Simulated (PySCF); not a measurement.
Species: B₂H₈N₂.
SMILES: `[BH2-]1[NH2+][BH2-][NH2+]1`

Jobs on this species (12 atoms, 32 electrons) with PySCF (density fitting). Hardware of each: an x86-64 server with one thread, shared host. Times come from a shared host and carry two figures at best.

| level and settings | work | basis functions | SCF cycles | wall time |
| --- | --- | --- | --- | --- |
| BHandHLYP/pcJ-1 | spin–spin couplings from 12 perturbed nuclei, spin–dipole term for 4 of them | 188 | ? | ? |
| HF/pcJ-1 | spin–spin couplings from 12 perturbed nuclei, spin–dipole term for 4 of them | 188 | ? | ? |
| CAM-B3LYP/pcJ-1 | spin–spin couplings from 12 perturbed nuclei, spin–dipole term for 4 of them | 188 | 11 | 18 s |
| B3LYP/6-31G* | spin–spin couplings from 12 perturbed nuclei, spin–dipole term for 4 of them | 72 | 11 | 3.8 s |
| B3LYP/cc-pVTZ | spin–spin couplings from 12 perturbed nuclei, spin–dipole term for 4 of them | 232 | 11 | 17 s |
| B3LYP/pcJ-0 | spin–spin couplings from 12 perturbed nuclei, spin–dipole term for 4 of them | 76 | 12 | 3.8 s |
| B97-2/pcJ-1 | spin–spin couplings from 12 perturbed nuclei, spin–dipole term for 4 of them | 188 | 12 | 13 s |
| PBE/pcJ-1 | spin–spin couplings from 12 perturbed nuclei, spin–dipole term for 4 of them | 188 | 12 | 11 s |
| B3LYP/def2-TZVP | spin–spin couplings from 12 perturbed nuclei, spin–dipole term for 4 of them | 172 | 11 | 12 s |

Problem. Fill in the missing figures.

Solution. 
- BHandHLYP/pcJ-1; spin–spin couplings from 12 perturbed nuclei, spin–dipole term for 4 of them: 13 s, 11 SCF cycles
- HF/pcJ-1; spin–spin couplings from 12 perturbed nuclei, spin–dipole term for 4 of them: 9.4 s, 9 SCF cycles

Problem. What do all jobs in the table cost together?

Solution. About 1.7 min; the longest takes about 18 % of that, and about 4.7 times as long as the shortest.
